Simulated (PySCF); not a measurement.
SMILES C[CH2][Ga]([OH])[O]C (GFN2-xTB optimised geometry):

```
15

Ga     0.216     0.384     0.000
C     -0.800    -1.406     0.011
C      0.156    -2.569    -0.192
H     -1.559    -1.367    -0.774
H     -1.319    -1.486     0.970
H      0.931    -2.568     0.572
H      0.645    -2.503    -1.163
H     -0.384    -3.515    -0.139
O      1.963     0.384     0.000
H      2.463     1.200     0.004
O     -0.389     2.046     0.000
C     -1.546     2.851    -0.002
H     -2.463     2.258    -0.048
H     -1.565     3.455     0.909
H     -1.515     3.515    -0.870
```

Level of theory: PBE0/def2-TZVP run with PySCF 2.14.0.

### Question
What are the frontier orbital energies and the dipole moment?

### Answer
HOMO-2 -8.63 eV, HOMO-1 -7.61 eV, HOMO -7.36 eV, LUMO -0.09 eV, LUMO+1 0.13 eV; dipole moment 1.49 D.

Meta-Löwdin charges at PBE0/def2-TZVP: Ga1 0.91, C2 -0.40, C3 -0.33, H4 0.12, H5 0.12, H6 0.12, H7 0.12, H8 0.11, O9 -0.73, H10 0.34, O11 -0.59, C12 -0.11, H13 0.09, H14 0.11, H15 0.11.
